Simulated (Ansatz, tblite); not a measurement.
Cost and result up the ladder for `C[SiH2][SiH2][SiH2][SiH2][SiH2][SiH2][SiH2][SiH2][SiH2]C` (35 atoms). The state is a singlet with charge 0. Geometry: r2SCAN-D4/def2-SVP.

```xyz
35

C    -0.485   -5.362    2.078
Si   -1.789   -4.003    2.198
Si   -2.625   -3.509    0.058
Si   -0.780   -3.075   -1.331
Si    0.586   -1.524   -0.213
Si   -0.705    0.318    0.470
Si    0.688    1.912    1.490
Si    2.517    2.258    0.052
Si    1.644    2.612   -2.101
Si    0.081    4.361   -1.935
C     0.865    5.848   -1.078
H    -0.919   -6.285    1.659
H    -0.069   -5.602    3.070
H     0.347   -5.050    1.427
H    -1.182   -2.753    2.760
H    -2.901   -4.417    3.112
H    -3.511   -2.301    0.089
H    -3.421   -4.661   -0.480
H    -1.197   -2.508   -2.652
H    -0.028   -4.348   -1.581
H     1.710   -1.055   -1.086
H     1.186   -2.172    1.000
H    -1.786   -0.143    1.398
H    -1.354    0.923   -0.738
H     1.138    1.403    2.824
H    -0.039    3.206    1.698
H     3.428    1.071    0.103
H     3.297    3.466    0.477
H     2.739    2.965   -3.062
H     0.988    1.354   -2.581
H    -1.085    3.864   -1.135
H    -0.427    4.739   -3.292
H     0.144    6.676   -0.982
H     1.734    6.217   -1.647
H     1.210    5.579   -0.067
```

Ansatz on 4 threads of Intel Xeon on a shared host; xTB runs through tblite on one thread. Times are rough, summed over both states, and most runs start from the orbitals of an earlier one. PBE0-D4/def2-SVP serves as the yardstick here, not as an exact answer. The other state is a triplet.

The xTB rows come from tblite.

xTB has no spin-polarisation term.

```json
{"level": "GFN1-xTB", "functions": "137", "wall time": "0.62 s", "vertical triplet (eV)": "3.10", "difference from PBE0-D4/def2-SVP (eV)": "-2.37"}
{"level": "GFN2-xTB", "functions": "113", "wall time": "0.63 s", "vertical triplet (eV)": "3.31", "difference from PBE0-D4/def2-SVP (eV)": "-2.15"}
{"level": "PBE-D4/def2-SVP", "functions": "310", "wall time": "59 s", "vertical triplet (eV)": "5.10", "difference from PBE0-D4/def2-SVP (eV)": "-0.37"}
{"level": "PBE0-D4/def2-SVP", "functions": "310", "wall time": "2.6 min", "vertical triplet (eV)": "5.46", "difference from PBE0-D4/def2-SVP (eV)": "0.00"}
```
